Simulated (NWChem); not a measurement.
A series in which one site is exchanged, each optimised at PBE0/def2-SVP with NWChem, gas phase unless a solvent is named. For some, no frequency run checked for a minimum. def2 effective core potentials on Sr, Cd, Te, Ba; no spin-orbit coupling.

A: [Ba]([Cl])[F] (BaClF; site = Ba)
B: [F][Cd][Cl] (CdClF; site = Cd)
C: [Cl][Sr][F] (SrClF; site = Sr)
D: F[Te]Cl (TeClF; site = Te)

```csv
quantity,A,B,C,D
"orbital gap (eV), PBE0/def2-SVP",5.31,6.73,[?],3.93
"vertical ionisation energy, ΔSCF, PBE/def2-SVP (eV)",9.23,10.97,[?],8.68
"vertical ionisation energy, ΔSCF, PBE0/def2-SVP (eV)",9.58,11.47,[?],9.01
"static polarisability, PBE0/def2-SVPD (bohr³)",50.3,40.5,[?],53.9
"lowest singlet excitation, PBE0/def2-SVPD, TDA (eV)",4.70,5.33,[?],2.34
```

Problem. Fill in the missing entries.

Solution. 
- orbital gap (eV), PBE0/def2-SVP, C: 5.46
- vertical ionisation energy, ΔSCF, PBE/def2-SVP (eV), C: 9.65
- vertical ionisation energy, ΔSCF, PBE0/def2-SVP (eV), C: 10.05
- static polarisability, PBE0/def2-SVPD (bohr³), C: 42.6
- lowest singlet excitation, PBE0/def2-SVPD, TDA (eV), C: 4.67
